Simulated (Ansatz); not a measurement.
System: GeH₄S, charge 0, singlet. GeH4S (SMILES [SH][GeH3]).
B3LYP-D3(BJ)/def2-TZVP minimum from Ansatz (an electronic-structure program):
```xyz
6

Ge    -0.6672     0.2139     0.1016
S      1.4204    -0.5268    -0.2555
H     -0.8834     1.5662    -0.5974
H     -1.5732    -0.8624    -0.5095
H     -0.9350     0.3570     1.6089
H      2.0157     0.5237     0.3342
```

Total energies in def2-TZVPP, 14 correlated electrons, 19 frozen orbitals. Radicals and triplets start from unrestricted determinants; spin-orbit coupling is neglected. Correlated methods leave the cores frozen (noble-gas shells, and filled d and f shells in the p block). No relativity.

```csv
method,program,energy (Eh),minus CCSDT(Q) (mEh)
HF,Ansatz,-2475.25658,362.37
MP2,Ansatz,-2475.56352,55.43
CCSD,Ansatz,-2475.60405,14.90
CCSD(T),Ansatz,-2475.61719,1.76
CCSDT(Q),Ansatz,-2475.61895,0.00
```

Rough core times of Ansatz's runs on a shared machine: CCSD(T) under 20 s, CCSDT(Q) 40 min.
